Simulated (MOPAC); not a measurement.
Input file for MOPAC: AM1 on 1,1-difluoroethane (SMILES CC(F)F), a point of a torsion scan.

```
AM1 1SCF PRECISE CHARGE=0 THREADS=1
C2H4F2

C     -0.79076003 1    -0.11158038 1    -0.00719587 1
C      0.71255446 1     0.05738251 1    -0.00750983 1
F      1.05265201 1     1.35661810 1    -0.20034576 1
F      1.23908229 1    -0.29327377 1     1.19265349 1
H     -1.19076966 1     0.21695630 1    -0.96186855 1
H     -1.03780133 1    -1.15637589 1     0.15568581 1
H     -1.22060375 1     0.49018036 1     0.79024740 1
H      1.22712234 1    -0.53604506 1    -0.77976130 1
```

It printed:

```
*******************************************************************************
 **                                                                           **
 **                              MOPAC v23.2.5                                **
 **                                                                           **
 *******************************************************************************
 ** MOPAC's Digital Object Identifier: https://doi.org/10.5281/zenodo.6511958 **
 **                                                                           **
 ** Please cite the open-source release paper for use of this MOPAC version:  **
 ** J. E. Moussa and J. J. P. Stewart (2026)                                  **
 ** MOPAC: An open-source semiempirical molecular orbital program             **
 ** J. Open Source Softw., 11(119), 8025, https://doi.org/10.21105/joss.08025 **
 *******************************************************************************

                              AM1 CALCULATION RESULTS

 *******************************************************************************
 *  AM1        - The AM1 Hamiltonian to be used
 *
 *
 *
 *                 CHARGE ON SYSTEM = 0
 *
 *
 *
 *  PRECISE    - TIGHTER CRITERIA TO BE USED
 *  1SCF       - DO 1 SCF AND THEN STOP
 *  THREADS=1  - MULTI-THREADING NOT USED
 *  T=         - A TIME OF 172800.0 SECONDS REQUESTED
 *  DUMP=N     - RESTART FILE WRITTEN EVERY 7200.0 SECONDS REQUESTED
 *******************************************************************************
AM1 1SCF PRECISE CHARGE=0 THREADS=1
 C2H4F2

   ATOM   CHEMICAL          X               Y               Z
  NUMBER   SYMBOL      (ANGSTROMS)     (ANGSTROMS)     (ANGSTROMS)

     1       C         -0.79076003  *  -0.11158038  *  -0.00719587  *
     2       C          0.71255446  *   0.05738251  *  -0.00750983  *
     3       F          1.05265201  *   1.35661810  *  -0.20034576  *
     4       F          1.23908229  *  -0.29327377  *   1.19265349  *
     5       H         -1.19076966  *   0.21695630  *  -0.96186855  *
     6       H         -1.03780133  *  -1.15637589  *   0.15568581  *
     7       H         -1.22060375  *   0.49018036  *   0.79024740  *
     8       H          1.22712234  *  -0.53604506  *  -0.77976130  *



          CARTESIAN COORDINATES

    NO.       ATOM           X           Y           Z

     1         C         -0.7908     -0.1116     -0.0072
     2         C          0.7126      0.0574     -0.0075
     3         F          1.0527      1.3566     -0.2003
     4         F          1.2391     -0.2933      1.1927
     5         H         -1.1908      0.2170     -0.9619
     6         H         -1.0378     -1.1564      0.1557
     7         H         -1.2206      0.4902      0.7902
     8         H          1.2271     -0.5360     -0.7798

  H: (AM1): M.J.S. DEWAR ET AL, J. AM. CHEM. SOC. 107 3902-3909 (1985)
  C: (AM1): M.J.S. DEWAR ET AL, J. AM. CHEM. SOC. 107 3902-3909 (1985)
  F: (AM1): M.J.S. DEWAR AND E. G. ZOEBISCH, THEOCHEM, 180, 1 (1988).

           Empirical Formula: C2 H4 F2  =     8 atoms



      MOLECULAR POINT GROUP   :   Cs


      RHF CALCULATION, NO. OF DOUBLY OCCUPIED LEVELS = 13


 -------------------------------------------------------------------------------
 AM1 1SCF PRECISE CHARGE=0 THREADS=1
 C2H4F2



     1SCF WAS SPECIFIED, SO BFGS WAS NOT USED
     SCF FIELD WAS ACHIEVED


                              AM1 CALCULATION
                                                       MOPAC v23.2.5 Linux




          FINAL HEAT OF FORMATION =       -115.11631 KCAL/MOL =    -481.64664 KJ/MOL


          COSMO AREA              =         91.82 SQUARE ANGSTROMS
          COSMO VOLUME            =         74.44 CUBIC ANGSTROMS

          IONIZATION POTENTIAL    =         11.952617 EV
          HOMO LUMO ENERGIES (EV) =        -11.953  2.924
          NO. OF FILLED LEVELS    =         13
          MOLECULAR WEIGHT        =         66.0504         POINT GROUP:  Cs

          MOLECULAR DIMENSIONS (Angstroms)

            Atom       Atom       Distance
            H     6    F     3     3.28814
            H     5    F     4     3.15551
            H     7    H     8     2.85081


          SCF CALCULATIONS        =          1





   ATOM   CHEMICAL          X               Y               Z
  NUMBER   SYMBOL      (ANGSTROMS)     (ANGSTROMS)     (ANGSTROMS)

     1       C         -0.79076003  *  -0.11158038  *  -0.00719587  *
     2       C          0.71255446  *   0.05738251  *  -0.00750983  *
     3       F          1.05265201  *   1.35661810  *  -0.20034576  *
     4       F          1.23908229  *  -0.29327377  *   1.19265349  *
     5       H         -1.19076966  *   0.21695630  *  -0.96186855  *
     6       H         -1.03780133  *  -1.15637589  *   0.15568581  *
     7       H         -1.22060375  *   0.49018036  *   0.79024740  *
     8       H          1.22712234  *  -0.53604506  *  -0.77976130  *

                             CARTESIAN COORDINATES

   1    C       -0.790760030    -0.111580380    -0.007195870
   2    C        0.712554460     0.057382510    -0.007509830
   3    F        1.052652010     1.356618100    -0.200345760
   4    F        1.239082290    -0.293273770     1.192653490
   5    H       -1.190769660     0.216956300    -0.961868550
   6    H       -1.037801330    -1.156375890     0.155685810
   7    H       -1.220603750     0.490180360     0.790247400
   8    H        1.227122340    -0.536045060    -0.779761300


           Empirical Formula: C2 H4 F2  =     8 atoms



      MOLECULAR POINT GROUP   :   Cs


                  EIGENVALUES
 -51.02475 -48.32060 -32.57556 -24.43284 -18.94102 -18.36723 -17.46333 -14.89645
 -14.24263 -14.12297 -13.83994 -13.28568 -11.95262   2.92380   3.19623   3.57505
   3.74719   4.45899   4.52361   4.62117


              NET ATOMIC CHARGES AND DIPOLE CONTRIBUTIONS

  ATOM NO.   TYPE          CHARGE      No. of ELECS.   s-Pop       p-Pop
    1          C          -0.272229        4.2722     1.22482     3.04741
    2          C           0.232922        3.7671     1.19972     2.56736
    3          F          -0.177963        7.1780     1.91869     5.25927
    4          F          -0.177824        7.1778     1.91866     5.25917
    5          H           0.099578        0.9004     0.90042
    6          H           0.099374        0.9006     0.90063
    7          H           0.104976        0.8950     0.89502
    8          H           0.091166        0.9088     0.90883
 DIPOLE           X         Y         Z       TOTAL
 POINT-CHG.    -1.270    -1.135    -1.175     2.069
 HYBRID        -0.006    -0.002    -0.002     0.007
 SUM           -1.276    -1.137    -1.177     2.075


          ATOMIC ORBITAL ELECTRON POPULATIONS

     Atom    s        px        py        pz
    1  C   1.22482   0.94420   1.04950   1.05370
    2  C   1.19972   0.93625   0.79367   0.83744
    3  F   1.91869   1.92696   1.38128   1.95103
    4  F   1.91866   1.86942   1.91860   1.47114
    5  H   0.90042
    6  H   0.90063
    7  H   0.89502
    8  H   0.90883

 **********************
 *                    *
 * JOB ENDED NORMALLY *
 *                    *
 **********************




 == MOPAC DONE ==
```

The run finished.

Cost: roughly 0.020 core-seconds.
